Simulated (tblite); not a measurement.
Record of a relaxation.

Species: C7H14OSi.
Numbering: `[CH3:1][CH2:2][C:3](=[O:4])/[CH:5]=[CH:6]/[SiH:7]([CH3:8])[CH3:9]` (hydrogens: H10, H11, H12 on C1; H13, H14 on C2; H15 on C5; H16 on C6; H17 on Si7; H18, H19, H20 on C8; H21, H22, H23 on C9)

Computed with GFN2-xTB (tblite), gas phase: L-BFGS steps from a force-field or distance-geometry start until the largest atomic force falls under 0.01 eV/Å. 4 of its 173 geometries are shown.

Step 0: E = -757.6014 eV, largest atomic force 2.814 eV/Å
```
atom  x, y, z in Å  |  force x, y, z in eV/Å
C1      4.081   -0.500    0.520   -0.181  -0.087   0.756
C2      3.026    0.388   -0.167    0.240   0.368   1.091
C3      1.807   -0.427   -0.473   -0.251  -1.823  -1.649
O4      1.890   -1.501   -1.117   -0.285   2.353   1.517
C5      0.504    0.112   -0.006    1.567   0.329  -0.050
C6     -0.618   -0.534   -0.251    0.094  -0.530  -0.137
Si7    -2.174    0.197    0.357   -0.479   0.976   1.386
C8     -3.501   -1.063    0.634   -0.788  -1.588  -0.204
C9     -2.671    1.518   -0.859   -0.533   1.720  -0.458
H10     4.268   -0.085    1.555    0.136  -0.634  -1.187
H11     4.979   -0.495   -0.098    0.027  -0.286   0.498
H12     3.669   -1.529    0.628    0.590   0.673  -0.116
H13     3.454    0.848   -1.054   -0.188  -0.104  -0.213
H14     2.806    1.192    0.555   -0.308  -0.073  -0.504
H15     0.524    1.077    0.532   -0.004  -0.727  -0.364
H16    -0.608   -1.471   -0.779    0.290  -0.145  -0.133
H17    -1.845    0.882    1.643   -0.104  -0.158  -0.109
H18    -4.422   -0.598    1.030    0.534  -0.510  -0.161
H19    -3.159   -1.902    1.292   -0.464   0.863  -0.316
H20    -3.741   -1.564   -0.336   -0.070   0.436   0.703
H21    -3.777    1.552   -1.019    1.052  -0.034  -0.124
H22    -2.373    2.548   -0.508   -0.361  -1.041  -0.249
H23    -2.123    1.382   -1.796   -0.514   0.020   0.022
```

Step 57: E = -758.1958 eV, largest atomic force 0.120 eV/Å
```
atom  x, y, z in Å  |  force x, y, z in eV/Å
C1      4.280   -0.586    0.387    0.011  -0.030   0.020
C2      3.151    0.300   -0.131   -0.087  -0.052  -0.014
C3      1.842   -0.472   -0.170   -0.066  -0.042   0.007
O4      1.817   -1.655   -0.436   -0.023   0.060  -0.008
C5      0.601    0.284    0.121    0.070   0.021   0.002
C6     -0.591   -0.303   -0.005    0.053  -0.007   0.038
Si7    -2.296    0.389    0.442    0.094  -0.073  -0.014
C8     -3.459   -1.110    0.435   -0.052  -0.042  -0.003
C9     -2.942    1.596   -0.878    0.007   0.037  -0.038
H10     4.231   -0.659    1.472    0.022  -0.014  -0.022
H11     5.256   -0.202    0.102   -0.021   0.054   0.027
H12     4.164   -1.585   -0.029    0.033   0.026   0.001
H13     3.357    0.583   -1.167    0.006   0.047  -0.010
H14     3.051    1.213    0.457   -0.002  -0.020  -0.004
H15     0.709    1.307    0.455   -0.016  -0.033  -0.011
H16    -0.545   -1.332   -0.357   -0.054   0.046   0.023
H17    -2.259    1.011    1.776    0.036   0.041  -0.032
H18    -4.461   -0.826    0.739   -0.035  -0.034   0.029
H19    -3.117   -1.895    1.102   -0.010   0.002   0.024
H20    -3.531   -1.537   -0.562   -0.006  -0.022  -0.001
H21    -4.004    1.772   -0.736   -0.021   0.024  -0.001
H22    -2.446    2.561   -0.862    0.061  -0.012   0.031
H23    -2.812    1.175   -1.871    0.000   0.023  -0.042
```

Step 115: E = -758.2541 eV, largest atomic force 0.072 eV/Å
```
atom  x, y, z in Å  |  force x, y, z in eV/Å
C1      4.314   -0.470    0.267   -0.011  -0.008   0.007
C2      3.053    0.339   -0.009   -0.005   0.022  -0.011
C3      1.828   -0.539   -0.188   -0.003   0.022  -0.022
O4      1.895   -1.698   -0.536    0.011   0.043   0.044
C5      0.544    0.142    0.081    0.004   0.016  -0.017
C6     -0.623   -0.503    0.064    0.002   0.004  -0.013
Si7    -2.294    0.305    0.438    0.013   0.010   0.002
C8     -3.625   -1.044    0.519    0.010  -0.008   0.012
C9     -2.719    1.530   -0.954    0.013  -0.005  -0.019
H10     4.201   -1.032    1.192    0.017   0.001  -0.010
H11     5.176    0.187    0.359   -0.002  -0.029  -0.024
H12     4.486   -1.178   -0.541    0.006   0.011   0.016
H13     3.174    0.906   -0.938   -0.023  -0.005  -0.001
H14     2.872    1.063    0.789    0.003  -0.047   0.020
H15     0.593    1.197    0.314    0.012   0.011   0.010
H16    -0.573   -1.559   -0.178   -0.034  -0.004   0.014
H17    -2.184    1.013    1.728   -0.011  -0.002  -0.027
H18    -4.600   -0.632    0.763    0.018   0.014   0.027
H19    -3.377   -1.780    1.277   -0.050  -0.050  -0.015
H20    -3.723   -1.558   -0.433    0.019  -0.042   0.013
H21    -3.667    2.027   -0.765    0.044   0.021   0.002
H22    -1.952    2.292   -1.057   -0.041   0.016  -0.002
H23    -2.804    1.020   -1.910    0.009   0.010  -0.006
```

Step 172: E = -758.2766 eV, largest atomic force 0.008 eV/Å
```
atom  x, y, z in Å  |  force x, y, z in eV/Å
C1      4.328   -0.440   -0.042    0.004   0.000   0.002
C2      3.034    0.328    0.181   -0.001  -0.001  -0.004
C3      1.810   -0.562    0.092    0.000   0.000  -0.004
O4      1.875   -1.753   -0.117   -0.001   0.003   0.003
C5      0.527    0.148    0.280    0.003  -0.001   0.004
C6     -0.644   -0.487    0.226   -0.001   0.001  -0.003
Si7    -2.337    0.334    0.421    0.002   0.006  -0.003
C8     -3.659   -1.027    0.490    0.000   0.002  -0.001
C9     -2.624    1.474   -1.077   -0.004   0.000   0.002
H10     4.421   -1.236    0.692    0.003  -0.003   0.003
H11     5.187    0.221    0.043    0.003   0.005   0.002
H12     4.329   -0.892   -1.030   -0.003  -0.004  -0.002
H13     2.925    1.125   -0.560   -0.001   0.003  -0.004
H14     3.031    0.801    1.168   -0.001  -0.003   0.004
H15     0.584    1.213    0.462   -0.002  -0.004   0.001
H16    -0.593   -1.554    0.042    0.001  -0.002  -0.003
H17    -2.343    1.133    1.661   -0.001  -0.002  -0.002
H18    -4.654   -0.605    0.594   -0.001   0.002   0.004
H19    -3.497   -1.693    1.332   -0.001  -0.001   0.002
H20    -3.654   -1.632   -0.412    0.004  -0.001  -0.001
H21    -3.578    1.988   -1.005   -0.008   0.000   0.001
H22    -1.848    2.230   -1.149    0.001  -0.002  -0.005
H23    -2.622    0.913   -2.008    0.004   0.003   0.002
```

Question: Summarise the path.

Answer: The energy falls by 0.6753 eV from step 0 to step 172; nine tenths of that is first reached at step 63. It falls at every step. The largest force goes from 2.814 to 0.008 eV/Å. Among the bonds C6–Si7 changes most, from 1.823 to 1.891 Å; the atoms move by 0.745 Å rms after alignment.

Question: Follow the three bonds and two angles with the largest change from start to end.

Answer: 
| step | E above end (eV) | largest force (eV/Å) | C6–Si7 (Å) | Si7–C8 (Å) | C3=O4 (Å) | C5–C6–Si7 (°) | C1–C2–H14 (°) |
| --- | --- | --- | --- | --- | --- | --- | --- |
| 0 | 0.6753 | 2.814 | 1.823 | 1.851 | 1.255 | 117.9 | 105.4 |
| 7 | 0.2279 | 0.139 | 1.876 | 1.892 | 1.212 | 118.7 | 111.1 |
| 15 | 0.1991 | 0.136 | 1.889 | 1.901 | 1.212 | 121.7 | 111.3 |
| 22 | 0.1878 | 0.096 | 1.894 | 1.900 | 1.212 | 122.7 | 110.5 |
| 30 | 0.1749 | 0.117 | 1.893 | 1.897 | 1.212 | 123.7 | 110.7 |
| 37 | 0.1505 | 0.160 | 1.895 | 1.900 | 1.213 | 125.8 | 111.4 |
| 45 | 0.1150 | 0.116 | 1.891 | 1.904 | 1.213 | 128.4 | 111.2 |
| 52 | 0.0954 | 0.164 | 1.888 | 1.903 | 1.212 | 128.8 | 111.7 |
| 60 | 0.0740 | 0.110 | 1.890 | 1.900 | 1.211 | 128.2 | 111.1 |
| 67 | 0.0588 | 0.117 | 1.888 | 1.900 | 1.211 | 128.3 | 111.0 |
| 75 | 0.0520 | 0.057 | 1.891 | 1.902 | 1.212 | 127.5 | 110.9 |
| 82 | 0.0472 | 0.056 | 1.892 | 1.901 | 1.212 | 126.9 | 110.8 |
| 90 | 0.0403 | 0.080 | 1.890 | 1.898 | 1.212 | 126.4 | 111.1 |
| 97 | 0.0333 | 0.056 | 1.892 | 1.900 | 1.212 | 125.6 | 110.9 |
| 105 | 0.0282 | 0.023 | 1.891 | 1.901 | 1.212 | 125.1 | 110.9 |
| 112 | 0.0254 | 0.066 | 1.892 | 1.898 | 1.211 | 124.1 | 110.6 |
| 120 | 0.0193 | 0.038 | 1.892 | 1.898 | 1.211 | 124.3 | 110.6 |
| 127 | 0.0159 | 0.041 | 1.892 | 1.900 | 1.210 | 124.4 | 110.5 |
| 135 | 0.0094 | 0.035 | 1.893 | 1.900 | 1.211 | 125.0 | 110.9 |
| 142 | 0.0082 | 0.028 | 1.891 | 1.899 | 1.211 | 125.0 | 110.8 |
| 150 | 0.0076 | 0.027 | 1.891 | 1.900 | 1.211 | 125.1 | 110.8 |
| 157 | 0.0056 | 0.073 | 1.892 | 1.899 | 1.210 | 125.4 | 110.6 |
| 165 | 0.0009 | 0.065 | 1.891 | 1.898 | 1.211 | 125.2 | 110.6 |
| 172 | 0.0000 | 0.008 | 1.891 | 1.899 | 1.211 | 125.1 | 110.7 |

What follows is the cost of the whole relaxation. On an Intel Xeon at 2.50 GHz with one thread, on a shared host, this took 4.6 s of wall time.
